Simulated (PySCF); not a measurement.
GaH6N3, SMILES [NH2][Ga]([NH2])[NH2]. Coordinates come from a PBE0-D3(BJ)/def2-SVP optimisation. The structure was generated by enumeration; whether it is a known compound was not checked. The values are those of a single conformer.

Calculation: PBE0-D3(BJ)/def2-SVP in PySCF.

Harmonic wavenumbers (cm⁻¹): 134, 169, 171, 195, 212, 273, 299, 300, 315, 664, 672, 721, 724, 786, 791, 1526, 1531, 1544, 3616, 3623, 3624, 3717, 3726, 3727. Rotational constants (GHz): 5.704, 5.685, 2.857; symmetry number 1.

Problem. Work out the zero-point energy and the ideal-gas rigid-rotor harmonic-oscillator thermochemistry at 298.15 K and 1 atm.

Solution. ZPE = ½ Σ hcν = ½ × 33061 cm⁻¹ = 197.75 kJ/mol. H − E(el) = 221.67 kJ/mol. Entropy in J/(mol K): translation 168.22, rotation 107.33, vibration 81.27, total 356.82. G − E(el) = 115.28 kJ/mol. Cp = 120.95 J/(mol K). Modes under 150 cm⁻¹ make the vibrational entropy uncertain.
